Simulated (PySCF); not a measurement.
Broadened absorption spectrum of C7H15P

Compound: C₇H₁₅P.
InChI=1S/C7H15P/c1-5(2)7-6(3)4-8-7/h5-8H,4H2,1-3H3/t6-,7-/m0/s1

Method: TDDFT B3LYP/def2-SVPD, vertical, gas phase, core orbitals frozen in the response (PySCF). One conformer (not necessarily the lowest) at the PBE0-D3(BJ)/def2-SVP geometry, without solvent, vibrations or thermal averaging.

Computed states:

```json
{"state": "S1", "E (eV)": "5.60", "f": "0.055"}
{"state": "S2", "E (eV)": "5.95", "f": "0.014"}
{"state": "S3", "E (eV)": "6.27", "f": "0.018"}
{"state": "S4", "E (eV)": "6.57", "f": "0.022"}
{"state": "S5", "E (eV)": "6.75", "f": "0.044"}
{"state": "S6", "E (eV)": "7.12", "f": "0.0090"}
{"state": "S7", "E (eV)": "7.23", "f": "0.025"}
{"state": "S8", "E (eV)": "7.36", "f": "0.037"}
{"state": "S9", "E (eV)": "7.43", "f": "0.032"}
{"state": "S10", "E (eV)": "7.47", "f": "0.040"}
```

Broadening: Gaussians 0.4 eV wide at half height, area fixed by f = 4.319×10⁻⁹ ∫ε dν̃. The cross-section is σ = 3.8235×10⁻²¹ ε cm², given in Mb (10⁻¹⁸ cm²). The width is an assumption, not a result. The curve ends short of the highest state used, and states not computed would add to its high-energy end.

Q: What does the envelope look like, and where are its maxima?

A: 
```json
{"λ (nm)": "180.4", "σ (Mb)": "11.69"}
{"λ (nm)": "182.0", "σ (Mb)": "13.64"}
{"λ (nm)": "183.5", "σ (Mb)": "15.06"}
{"λ (nm)": "185.1", "σ (Mb)": "15.63"}
{"λ (nm)": "186.7", "σ (Mb)": "15.10"}
{"λ (nm)": "188.3", "σ (Mb)": "13.73"}
{"λ (nm)": "189.8", "σ (Mb)": "12.10"}
{"λ (nm)": "191.4", "σ (Mb)": "10.39"}
{"λ (nm)": "193.0", "σ (Mb)": "9.00"}
{"λ (nm)": "194.5", "σ (Mb)": "8.03"}
{"λ (nm)": "196.1", "σ (Mb)": "7.31"}
{"λ (nm)": "197.7", "σ (Mb)": "6.78"}
{"λ (nm)": "199.3", "σ (Mb)": "6.35"}
{"λ (nm)": "200.8", "σ (Mb)": "6.00"}
{"λ (nm)": "202.4", "σ (Mb)": "5.72"}
{"λ (nm)": "204.0", "σ (Mb)": "5.56"}
{"λ (nm)": "205.6", "σ (Mb)": "5.57"}
{"λ (nm)": "207.1", "σ (Mb)": "5.75"}
{"λ (nm)": "208.7", "σ (Mb)": "6.18"}
{"λ (nm)": "210.3", "σ (Mb)": "6.88"}
{"λ (nm)": "211.9", "σ (Mb)": "7.91"}
{"λ (nm)": "213.4", "σ (Mb)": "9.15"}
{"λ (nm)": "215.0", "σ (Mb)": "10.66"}
{"λ (nm)": "216.6", "σ (Mb)": "12.19"}
{"λ (nm)": "218.2", "σ (Mb)": "13.49"}
{"λ (nm)": "219.7", "σ (Mb)": "14.28"}
{"λ (nm)": "221.3", "σ (Mb)": "14.50"}
{"λ (nm)": "222.9", "σ (Mb)": "14.02"}
{"λ (nm)": "224.5", "σ (Mb)": "12.89"}
{"λ (nm)": "226.0", "σ (Mb)": "11.39"}
{"λ (nm)": "227.6", "σ (Mb)": "9.53"}
{"λ (nm)": "229.2", "σ (Mb)": "7.61"}
{"λ (nm)": "230.7", "σ (Mb)": "5.91"}
{"λ (nm)": "232.3", "σ (Mb)": "4.33"}
{"λ (nm)": "233.9", "σ (Mb)": "3.04"}
{"λ (nm)": "235.5", "σ (Mb)": "2.05"}
{"λ (nm)": "237.0", "σ (Mb)": "1.37"}
{"λ (nm)": "238.6", "σ (Mb)": "0.86"}
{"λ (nm)": "240.2", "σ (Mb)": "0.52"}
{"λ (nm)": "241.8", "σ (Mb)": "0.30"}
{"λ (nm)": "243.3", "σ (Mb)": "0.18"}
{"λ (nm)": "244.9", "σ (Mb)": "0.10"}
{"λ (nm)": "246.5", "σ (Mb)": "0.05"}
{"λ (nm)": "248.1", "σ (Mb)": "0.03"}
```

Maxima: 221 nm (5.61 eV), ε about 3800, made up of S1 (97%); 185 nm (6.70 eV), ε about 4100, made up of S4 (28%) and S5 (70%) (ε in L mol⁻¹ cm⁻¹; maxima over ε = 5, shares over 10%).

Q: On this curve, what absorbance would a 10⁻³ mol/L sample give at 193 nm over a 1 cm path?

A: 193 nm is 6.424 eV, where ε is about 2400 L mol⁻¹ cm⁻¹, so A = ε c l ≈ 2.4 (Beer–Lambert, with the gas-phase spectrum and the assumed width).

Q: Coming from long wavelengths, where does ε first pass 100 L mol⁻¹ cm⁻¹?

A: At about 241 nm (5.14 eV), 0.45 eV below S1.

Q: What would ε be at 6.70 eV, the highest of these maxima, with half the width (0.2 eV)?

A: About 6010 L mol⁻¹ cm⁻¹ against 4090, a factor of about 1.5; a lone state at its own centre would give exactly 2.

All these states lie below the vertical ionisation energy of 8.49 eV (ΔSCF).

Without π bonds the low states may be Rydberg-like; a valence basis with one diffuse set may place them up to an eV too high.
